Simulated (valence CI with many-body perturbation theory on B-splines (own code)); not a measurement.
## Questions on Os LXIV

Calculated by configuration interaction combined with many-body perturbation theory (CI+MBPT): three valence electrons over a frozen Dirac-Fock core [Ne], a basis of 9 s, 9 p, 8 d, 6 f, 3 g, 1 h functions for each j, with the one-electron correlation potential Σ1, the two-electron term Σ2, the three-electron term Σ3, Breit, model QED; selected CI, second order for the rest, scaled by the run's own slope (own B-spline code, finite nucleus).

No measured spectrum was set against this ion. As an estimate, large intervals hold to a few tenths of a per cent, small ones and those within an open d or f shell to about a per cent.

Levels are named by their leading jj configuration (3d3/2^4 stands for four electrons in 3d with j = 3/2), which in mixed levels can hold well under half, so a name can repeat and another be missing.

Rates and lifetimes use the calculated energies. Strong lines usually hold to 10 to 20 %, long lifetimes can be off by a factor of two.

Problem. What is the ground level?

Solution. (3s^2 3p1/2) J=1/2, composition 100 % 3s²3p ²P°, g = 0.646.

Problem. What is the ionisation energy?

Solution. 7185.6 eV; NIST lists 7185 ± 19 eV (theoretical).

Problem. What are the static dipole polarisabilities of the lowest levels?

Solution. (3s^2 3p1/2) J=1/2 0.00240 bohr³, of which the core gives 3.93e-05.

Problem. How well does LS coupling describe the low levels?

Solution. Among the lowest 20 levels the leading LS term, summed over configurations, holds 61 % on average. For single configurations the figures are 59 % in LS and 92 % in jj coupling. Terms mix most in the J = 3/2 level at 60.866 Ry, where the leading one holds 32 %.

Problem. Among levels below 95.015 Ry, which E1 lines absorb most strongly from the ground level?

Solution. to (3s^2 3d3/2) J=3/2 at 1.892 nm, f = 0.492; to (3s 3p1/2 3p3/2) J=1/2 at 2.041 nm, f = 0.216; to (3s 3p1/2 3p3/2) J=3/2 at 2.078 nm, f = 0.121.

Problem. Name the longest-lived excited levels whose lifetime is computed, and their main decay.

Solution. (3s 3p3/2 3d5/2) J=9/2 at 93.941 Ry lives 3.16 ns, mostly by M1 to (3s 3p1/2 3d5/2) J=7/2.

Problem. Where does the other parity begin?

Solution. At (3s 3p1/2^2) J=1/2, 12.861 Ry.
